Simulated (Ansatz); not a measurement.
Ansatz (an electronic-structure program) input file for GeH2, SMILES [GeH2] (connectivity only; charge and spin as stated), neutral, multiplicity 1, PBE0-D3(BJ)/def2-TZVPD. 

Ansatz 0.2 input:
```yaml
crystal:
  periodic: [false, false, false]
  atoms:
    - {symbol: Ge, position_ang: [-0.00000000, -0.00000000, 0.06891562]}
    - {symbol: H, position_ang: [0.00000000, -1.10091999, -1.10264986]}
    - {symbol: H, position_ang: [-0.00000000, 1.10092001, -1.10264984]}
basis:
  gaussian:
    orbitals: def2-TZVPD
hamiltonian:
  xc: pbe0
  dispersion: d3bj
relax: {f_tol: 0.002, max_steps: 200}
```

Program output:

```
WARN ansatz: RAYON_NUM_THREADS=1 ignored (pool sized by the plan → 1); use --threads N
Functional definition: PBE0
integrals: 0.01 GiB planned
528 factors; their error is unknown
mean field: 0.16 GiB planned
mean field evaluation 1: about -56541.1936 eV, gradient 1.5e1 eV
mean field evaluation 2: about -56541.3881 eV, gradient 1.4e1 eV
mean field evaluation 4: about -56541.6390 eV, gradient 4.2e-1 eV
mean field evaluation 8: about -56541.8724 eV, gradient 3.5e-3 eV
mean field -56541.87240617 eV, -2077.8754854690 hartree, gradient 8.4e-6 eV, S^2 0.000000; 0 other end points of the search recorded, 0 dependent functions left out
the calculation of the forces begins
reference -56541.87242609 eV, -2077.8754862012 hartree; 17, 17 occupied and 55, 55 virtual orbitals, 528 factors
relax step   1: F+E_penalty+E_count = -56541.89338901 eV  Δ(F+E_penalty+E_count) = +0.000e0 eV  max|allowed force component| = 4.774e-1 eV/Å  Δτ_max = 0.0000 Å  (24 SCF iters, accepted)
these checks for a lower state are left out or cut short: starts, cluster_reference, orbital_swaps, neighbouring_geometries, increment
integrals: 0.01 GiB planned
528 factors; their error is unknown
mean field: 0.16 GiB planned
mean field evaluation 16: about -56541.8664 eV, gradient 1.6e-1 eV
mean field -56541.86637458 eV, -2077.8752638121 hartree, gradient 6.8e-5 eV, S^2 0.000000; 0 other end points of the search recorded, 0 dependent functions left out
the calculation of the forces begins
reference -56541.86639458 eV, -2077.8752645474 hartree; 17, 17 occupied and 55, 55 virtual orbitals, 528 factors
relax step   2: F+E_penalty+E_count = -56541.88727554 eV  Δ(F+E_penalty+E_count) = +6.113e-3 eV  max|allowed force component| = 2.581e-1 eV/Å  Δτ_max = 0.0970 Å  (25 SCF iters, rejected (line search))
these checks for a lower state are left out or cut short: starts, cluster_reference, orbital_swaps, neighbouring_geometries, increment
integrals: 0.01 GiB planned
528 factors; their error is unknown
mean field: 0.16 GiB planned
mean field -56541.88560154 eV, -2077.8759703900 hartree, gradient 5.4e-5 eV, S^2 0.000000; 0 other end points of the search recorded, 0 dependent functions left out
the calculation of the forces begins
reference -56541.88562153 eV, -2077.8759711245 hartree; 17, 17 occupied and 55, 55 virtual orbitals, 528 factors
relax step   3: F+E_penalty+E_count = -56541.90653574 eV  Δ(F+E_penalty+E_count) = -1.315e-2 eV  max|allowed force component| = 1.991e-2 eV/Å  Δτ_max = 0.0378 Å  (24 SCF iters, accepted)
these checks for a lower state are left out or cut short: starts, cluster_reference, orbital_swaps, neighbouring_geometries, increment
integrals: 0.01 GiB planned
528 factors; their error is unknown
mean field: 0.16 GiB planned
mean field -56541.88561741 eV, -2077.8759709733 hartree, gradient 4.0e-5 eV, S^2 0.000000; 0 other end points of the search recorded, 0 dependent functions left out
the calculation of the forces begins
reference -56541.88563740 eV, -2077.8759717079 hartree; 17, 17 occupied and 55, 55 virtual orbitals, 528 factors
relax step   4: F+E_penalty+E_count = -56541.90655006 eV  Δ(F+E_penalty+E_count) = -1.431e-5 eV  max|allowed force component| = 1.833e-3 eV/Å  Δτ_max = 0.0008 Å  (19 SCF iters, accepted)
integrals: 0.01 GiB planned
528 factors; their error is unknown
mean field: 0.16 GiB planned
mean field evaluation 32: about -56541.8856 eV, gradient 4.0e-5 eV
mean field -56541.88561741 eV, -2077.8759709733 hartree, gradient 4.0e-5 eV, S^2 0.000000; 1 other end points of the search recorded, 0 dependent functions left out
the calculation of the forces begins
reference -56541.88563740 eV, -2077.8759717079 hartree; 17, 17 occupied and 55, 55 virtual orbitals, 528 factors
Total energy: -56541.90657004 eV, -2077.8767409684 hartree
Atom 0 at    -0.000000     0.000000     0.034632 Å, force    -0.000000    -0.000000     0.001833 eV/Å
Atom 1 at    -0.000000    -1.133986    -1.085508 Å, force    -0.000000    -0.001266    -0.000917 eV/Å
Atom 2 at     0.000000     1.133986    -1.085508 Å, force     0.000000     0.001266    -0.000917 eV/Å
Dipole moment:     0.000000     0.000000     0.028853 e Å
```

Self-consistency was reached.
